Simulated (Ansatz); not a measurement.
## Worked example: KF + GeH2(CH3)(SH) → KSH + GeH2(CH3)F

Species: KF, singlet; GeH2(CH3)(SH), singlet; KSH `[SH][K]`, singlet; GeH2(CH3)F, singlet. The partners trade F for SH: K–F and Ge–SH bonds give way to K–SH and Ge–F.

Shapes, held fixed at every level: PBE0-D4/def2-TZVP. Flexible molecules stand in one conformer, not always the lowest. Programs: Ansatz 0.2.0. The zero-point and thermal change to 298 K, harmonic and unscaled (PBE0-D4/def2-TZVP), is -1.8 kJ/mol.

At CCSD(T)/def2-TZVPP; 1 Eh = 2625.50 kJ/mol:

| species | energy (Eh) |
| --- | --- |
| KF | -699.121774 |
| GeH2(CH3)(SH) | -2515.006755 |
| KSH | -997.707983 |
| GeH2(CH3)F | -2216.425991 |

Work out ΔH(298 K) of the reaction at this level.


1. Products less reactants: (-997.707983) + (-2216.425991) − [(-699.121774) + (-2515.006755)] = -0.005445 Eh = -14.3 kJ/mol.
2. With the thermal change: -14.3 + (-1.8) = -16.1 kJ/mol.

Other levels give -40.1 (HF/def2-TZVPP) to +1.9 kJ/mol (SPW92/def2-TZVPP). No measured value is set beside it here. Relativity is left out for Ge. Outer-core shells of Ge, K are correlated in most correlated rows, in sets that cover them unevenly.
